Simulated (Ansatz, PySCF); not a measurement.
Reaction (SMILES): CN[SiH3] → C[N-][SiH3] + H+
Structures are relaxed separately at B3LYP-D3(BJ)/def2-TZVP in Ansatz (an electronic-structure program).

Property: gas-phase deprotonation energy (0 K, with B3LYP-D3(BJ) harmonic zero-point energies from PySCF), in kJ/mol. Valence correlation only, unless marked. No spin-orbit coupling. Non-relativistic. Anions need diffuse functions: aug- sets have them; def2-D sets add few; the other sets have none. CBS(X,Y): correlation extrapolated as X^-3; Hartree-Fock from the larger set.

| level | program | gas-phase deprotonation energy (kJ/mol) |
|---|---|---|
| HF/aug-cc-pV(D+d)Z | Ansatz | 1604.3 |
| r2SCAN/def2-TZVPD | Ansatz | 1559.5 |

**Question.** Estimate the value at CCSD(T)/CBS(aug-cc-pV(T+d)Z,aug-cc-pV(Q+d)Z) as computed with Ansatz.

**Answer.** 1568.8 kJ/mol
